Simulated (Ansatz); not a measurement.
Basis-set extrapolation for C₂H₆AlFS, SMILES `C[S][Al]([CH3])[F]` (PBE0-D4/def2-TZVP geometry, frozen core, the Gaussian-basis code of Ansatz). Multiplicity 1, RHF reference.

|  | def2-TZVPP | def2-QZVPP |
| --- | --- | --- |
| HF | -818.345719 | -818.372919 |
| MP2 correlation | -0.857106 | -0.926451 |
| CCSD(T) correlation | -0.936353 | not run |

Energies in hartree. Use E(X) = E(∞) + A·exp(−7.88·√X) for Hartree–Fock and E(X) = E(∞) + B·X^(−2.97) for correlation, with X = 3 and 4, and add CCSD(T) minus MP2 of the smaller set to the MP2 limit.

Task: What is the CCSD(T) energy at the basis-set limit?

Result: HF limit: -818.372919 + (-0.027200) × 0.13774 = -818.37667. MP2 limit: -0.926451 + (-0.069345) × 0.74074 = -0.97782. Higher-order term: -0.936353 − (-0.857106) = -0.07925. Total: -819.43374 hartree, 95.2 kcal/mol below CCSD(T)/def2-TZVPP.
